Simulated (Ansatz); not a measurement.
Cartesian coordinates in Å:
```
N 0.943 0.328 -0.306
Si -0.228 -0.753 0.338
As -0.751 1.144 -0.834
H 1.563 0.125 -1.076
H -0.474 -2.060 -0.318
H -0.253 -0.852 1.814
H -0.800 2.068 0.382
```

The species carries charge 0 and has multiplicity 1.

(1) List the ωB97M-V/def2-TZVPP orbital energies in eV (Ansatz 0.2.0). (An estimate is asked.)

## Answers

(1) Ansatz gave: Occupied: -11604.85, -1807.48, -1472.92, -1314.20, -1314.17, -1314.16, -394.36, -195.32, -148.51, -141.47, -141.35, -141.30, -102.66, -102.62, -102.59, -47.82, -47.79, -47.76, -47.66, -47.64, -26.38, -19.57, -17.27, -14.68, -13.32, -11.85, -11.19, -9.53, -8.95. Lowest empty: 1.12, 1.26, 2.31, 3.20, 3.53, 3.83, 4.35, 5.68.
